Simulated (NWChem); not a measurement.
System: C3H8Si; SMILES C/C=C\[SiH3]

Output (shortened):

```
             Northwest Computational Chemistry Package (NWChem) 7.3.0
             --------------------------------------------------------

                             Geometry "geometry" -> ""
                             -------------------------

 Output coordinates in angstroms (scale by  1.889725989 to convert to a.u.)

  No.       Tag          Charge          X              Y              Z
 ---- ---------------- ---------- -------------- -------------- --------------
    1 C                    6.0000     0.77278400    -1.82739200     0.00000000
    2 C                    6.0000    -0.61599500    -1.28194200     0.00000000
    3 C                    6.0000    -0.96606400     0.01384200     0.00000000
    4 Si                  14.0000     0.21248400     1.47234900     0.00000000
    5 H                    1.0000     0.94208000    -2.46674400    -0.88277800
    6 H                    1.0000     0.94208000    -2.46674400     0.88277800
    7 H                    1.0000     1.53996800    -1.03841900     0.00000000
    8 H                    1.0000    -1.41334700    -2.03874500     0.00000000
    9 H                    1.0000    -2.03944400     0.24117100     0.00000000
   10 H                    1.0000     1.10004400     1.47814000    -1.20610600
   11 H                    1.0000    -0.58244800     2.73753000     0.00000000
   12 H                    1.0000     1.10004400     1.47814000     1.20610600

 Effective nuclear repulsion energy (a.u.)     153.4281679990

                              NWChem Property Module
                              ----------------------

  itol2e modified to match energy
  convergence criterion.

                                 NWChem DFT Module
                                 -----------------

 Summary of "ao basis" -> "ao basis" (spherical)
 ------------------------------------------------------------------------------
       Tag                 Description            Shells   Functions and Types
 ---------------- ------------------------------  ------  ---------------------
 C                          pcsseg-1                 7       17   3s3p1d
 Si                         pcsseg-1                10       24   4s5p1d
 H                          pcsseg-1                 3        5   2s1p

  itol2e modified to match energy
  convergence criterion.

[...]

          -----------------------------------------
          Chemical Shielding Tensors (GIAO, in ppm)
          -----------------------------------------

                                NWChem CPHF Module
                                ------------------

  scftype          =     RHF
  nclosed          =       20
  nopen            =        0
  variables        =     1900
  # of vectors     =        3
  tolerance        = 0.10D-03
  level shift      = 0.00D+00
  max iterations   =       50
  max subspace     =       30

 SCF residual:    5.5980469600495388E-004

Iterative solution of linear equations
  No. of variables     1900
  No. of equations        3
  Maximum subspace       30
        Iterations       50
       Convergence  1.0D-04

   iter   nsub   residual    time
   ----  ------  --------  ---------
     1      3    3.98D-04      91.9
     2      6    9.57D-08      98.6

      Atom:    1  C
        Diamagnetic
    257.8165     -4.9801     -0.0000
     -4.9801    249.6571     -0.0000
     -0.0000     -0.0000    245.4844

        Paramagnetic
    -81.1707     -4.0546      0.0000
     -4.0546   -101.5462     -0.0000
      0.0000     -0.0000    -89.9396

        Total Shielding Tensor
    176.6458     -9.0347      0.0000
     -9.0347    148.1109     -0.0000
      0.0000     -0.0000    155.5447

           isotropic =     160.1005
          anisotropy =      28.7480

          Principal Components and Axis System
                 1           2           3
              179.2658    155.5447    145.4909

      1         0.9604     -0.0000      0.2785
      2        -0.2785     -0.0000      0.9604
      3         0.0000      1.0000      0.0000

      Atom:    2  C
        Diamagnetic
    264.1021     -7.5584     -0.0000
     -7.5584    265.5940      0.0000
     -0.0000      0.0000    241.4149

        Paramagnetic
   -333.0195    -27.1360      0.0000
    -27.1360   -242.7821      0.0000
      0.0000      0.0000    -88.9096

        Total Shielding Tensor
    -68.9174    -34.6943     -0.0000
    -34.6943     22.8119      0.0000
     -0.0000      0.0000    152.5053

           isotropic =      35.4666
          anisotropy =     175.5581

          Principal Components and Axis System
                 1           2           3
              152.5053    -80.5616     34.4561

      1        -0.0000      0.9480     -0.3182
      2         0.0000      0.3182      0.9480
      3         1.0000     -0.0000     -0.0000

      Atom:    3  C
        Diamagnetic
    260.8126      3.3282     -0.0000
      3.3282    273.5709      0.0000
     -0.0000      0.0000    244.1231

        Paramagnetic
   -284.1730    -18.2541     -0.0000
    -18.2541   -199.7390      0.0000
     -0.0000      0.0000    -82.6713

        Total Shielding Tensor
    -23.3603    -14.9258     -0.0000
    -14.9258     73.8318      0.0000
     -0.0000      0.0000    161.4519

           isotropic =      70.6411
          anisotropy =     136.2161

          Principal Components and Axis System
                 1           2           3
              161.4519     76.0723    -25.6008

      1        -0.0000     -0.1484      0.9889
      2         0.0000      0.9889      0.1484
      3         1.0000     -0.0000      0.0000

      Atom:    4  Si
        Diamagnetic
    883.0771      2.3179      0.0000
      2.3179    886.7953      0.0000
      0.0000      0.0000    880.5438

        Paramagnetic
   -436.5774     17.1566      0.0000
     17.1566   -413.8382      0.0000
      0.0000      0.0000   -448.8863

[...]
```

Level: KT2/pcSseg-1, GIAO. Structure relaxed at the PBE0/def2-SVP level. NWChem prints the field gradient with the sign opposite to the second derivative of the potential. The output numbers the shielded atoms by their place in the input's list. The printed shielding anisotropy is the first printed principal value minus the mean of the other two.

**Question.** Write an input that gives this output.

**Answer.** Several could match; the one computed here: the input that was run:
```
start job
memory heap 200 mb stack 900 mb global 1100 mb
geometry units angstroms noautosym nocenter noautoz
  C      0.772784    -1.827392     0.000000
  C     -0.615995    -1.281942     0.000000
  C     -0.966064     0.013842     0.000000
  Si     0.212484     1.472349     0.000000
  H      0.942080    -2.466744    -0.882778
  H      0.942080    -2.466744     0.882778
  H      1.539968    -1.038419     0.000000
  H     -1.413347    -2.038745     0.000000
  H     -2.039444     0.241171     0.000000
  H      1.100044     1.478140    -1.206106
  H     -0.582448     2.737530     0.000000
  H      1.100044     1.478140     1.206106
end
basis spherical
  * library pcsseg-1
end
dft
  xc kt2
  iterations 150
end
property
  shielding 10 1 2 3 4 5 7 8 9 10 11
  efieldgrad
end
task dft property
```
